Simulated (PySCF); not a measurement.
# How methods differ on the excitation energy of Ca

Ca [Ar] 4s2 (1S) → Ca [Ar] 3d2 (3F), as a difference of total energies. Calculation: PySCF 2.14, in aug-cc-pwCVTZ-X2C (9s8p6d3f, 84 functions); the spin-free X2C one-electron Hamiltonian (Gaussian nucleus). Correlated levels: valence: [Ar] frozen; valence and next inner shell: [Ne] frozen; nothing frozen. The calculations carry no spin-orbit coupling.

| method | excitation energy (eV) |
| --- | --- |
| UHF | 5.404 |
| LDA | 4.309 |
| PBE | 4.105 |
| PBE0 | 4.440 |
| r2SCAN | 4.014 |
| HSE06 | 4.422 |
| BLYP | 4.228 |
| PW91 | 4.082 |
| M06-L | 4.362 |
| MP2 (valence) | 5.739 |
| SCS-MP2 (valence) | 5.997 |
| MP2 (valence and next inner shell) | 5.717 |
| SCS-MP2 (valence and next inner shell) | 5.977 |
| MP2 (all electrons) | 5.740 |
| SCS-MP2 (all electrons) | 5.997 |

Question: How much does correlation contribute at MP2 (all electrons)?

Answer: 5.740 − (5.404) = 0.336 eV, measured against UHF.
